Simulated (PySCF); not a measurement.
Vertical excitation energies

Species: CH10BNOSi.
SMILES with atom numbers: `[BH3-:1][NH2+:2][CH2:3][O:4][SiH3:5]` (hydrogens: H6, H7, H8 on B1; H9, H10 on N2; H11, H12 on C3; H13, H14, H15 on Si5)

Cartesian coordinates in Å at the PBE0-D3(BJ)/def2-SVP level; atoms count from 1:
```xyz
15
CH10BNOSi angstrom
B      2.0118    0.0622    0.1164
N      0.5173   -0.0163    0.7610
C     -0.5578    0.1080   -0.2131
O     -1.7770    0.0395    0.4482
Si    -3.2806    0.1677   -0.2854
H      2.7806   -0.0749    1.0582
H      2.0718   -0.8589   -0.6906
H      2.0879    1.1670   -0.4094
H      0.4093   -0.9016    1.2608
H      0.4110    0.7173    1.4650
H     -0.4265   -0.7069   -0.9458
H     -0.4113    1.0688   -0.7361
H     -4.2731    0.0576    0.8135
H     -3.4609   -0.9317   -1.2808
H     -3.3985    1.4835   -0.9832
```

Method used: PySCF 2.14.0, density-fitted response routines, TDDFT PBE0/def2-SVPD, vertical, gas phase, core orbitals frozen in the response.

Predict the UV-vis stick spectrum at this level.

| state | E (eV) | λ (nm) | ν̃ (cm⁻¹) | f | symmetry | main configurations (H = HOMO, L = LUMO) |
| --- | --- | --- | --- | --- | --- | --- |
| S1 | 6.55 | 189.2 | 52860 | 0.0051 | A″ | H→L (87%), H→L+1 (8%) |
| S2 | 6.64 | 186.7 | 53570 | 0.0017 | – | H-1→L (84%), H-1→L+1 (13%) |
| S3 | 6.97 | 177.9 | 56210 | 0.011 | A″ | H→L+1 (70%), H→L+2 (12%), H-2→L (9%) |
| S4 | 7.03 | 176.4 | 56680 | 0.023 | A′ | H-1→L+1 (68%), H-1→L (15%), H-1→L+2 (14%) |
| S5 | 7.16 | 173.1 | 57780 | 0.0000 | – | H-2→L (87%) |
| S6 | 7.60 | 163.2 | 61280 | 0.0001 | – | H→L+2 (82%), H→L+1 (13%) |
| S7 | 7.69 | 161.2 | 62040 | 0.013 | A′ | H-1→L+2 (82%), H-1→L+1 (16%) |
| S8 | 7.89 | 157.1 | 63650 | 0.014 | A″ | H→L+3 (86%) |
| S9 | 7.97 | 155.5 | 64300 | 0.021 | A′ | H-3→L (60%), H-4→L (21%) |
| S10 | 8.00 | 155.0 | 64500 | 0.0008 | – | H→L+5 (43%), H→L+4 (30%), H-1→L+3 (18%) |

Triplets, Tamm–Dancoff:

```csv
state,E (eV),λ (nm),"main configurations (H = HOMO, L = LUMO)"
T1,6.47,191.7,"H→L (75%), H→L+1 (12%)"
T2,6.58,188.5,"H-1→L (70%), H-1→L+1 (22%)"
T3,6.75,183.6,"H-2→L (57%), H→L+1 (31%)"
T4,6.93,178.8,"H-1→L+1 (54%), H-1→L (29%), H-1→L+2 (12%)"
```

The lowest singlet lies at 6.55 eV (189 nm, vacuum ultraviolet) and is weak; its leading configuration is HOMO→LUMO (87%). The largest oscillator strength of a single state is 0.023. Löwdin shares by element: HOMO hydrogen 45% or more, boron 42%, nitrogen 6%; LUMO silicon 37%, hydrogen 21% or more, oxygen 11% (atoms not listed hold the other 31%). Orbital energies (eV): HOMO-3 -9.73, HOMO-2 -9.01, HOMO-1 -7.82, HOMO -7.78, LUMO -0.39, LUMO+1 0.24, LUMO+2 0.51. Of the 10 states listed, 5 reach f = 0.01 and 2 stay under 0.0005. The listed states span 1.44 eV, and the widest gap between neighbours is 0.43 eV (S5 to S6). Symmetry labels in Cs follow from the direction of the transition dipole and are given only for states with f of 0.002 or more. The window holds the lowest 10 singlets.

One conformer stands for the species.
